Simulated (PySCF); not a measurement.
## [Pb(H2O)2]2+: from a saddle point downhill

PySCF 2.14.0, RKS PBE0, Pb def2-SVP with ECP60, O def2-SVP, H def2-SVP; non-relativistic Hamiltonian with scalar-relativistic core potentials where named; density fitting; no spin-orbit coupling. Relaxed within the symmetry of its start, the geometry (D2d) is

```xyz
7

Pb    0.0000    0.0000    0.0000
O     0.0000    0.0000    2.4435
H     0.5460    0.5460    3.0398
H    -0.5460   -0.5460    3.0398
O     0.0000    0.0000   -2.4435
H     0.5460   -0.5460   -3.0398
H    -0.5460    0.5460   -3.0398
```

and its lowest harmonic modes are -58, -58, 104, 291, 322, 496 cm⁻¹ (negative: unstable). It was moved along the lowest mode and relaxed again.

(1) Where does it end, and how much lower?

(2) How do the contacts change?

(3) Is the end a minimum?

State: singlet.

Results:

(1) In C1, 0.363 eV lower, after 27 steps:
```xyz
7

Pb    1.4090    0.4694   -0.0222
O    -0.1819    0.0091    1.6480
H    -0.1100    0.2584    2.5902
H    -1.0000   -0.5173    1.5707
O    -0.2177   -0.1511   -1.6223
H    -0.0635   -0.7464   -2.3814
H    -1.0879    0.2613   -1.7830
```

(2) 
```json
{"contact": "Pb1–O2 (H2O)", "saddle (Å)": "2.443", "end (Å)": "2.352"}
{"contact": "Pb1–O5 (H2O)", "saddle (Å)": "2.443", "end (Å)": "2.365"}
```


(3) Probably not: 1 of the modes stay unstable (below −25 cm⁻¹), though so soft as to be near the noise; lowest modes -27, 75, 193, 334, 350, 462 cm⁻¹.
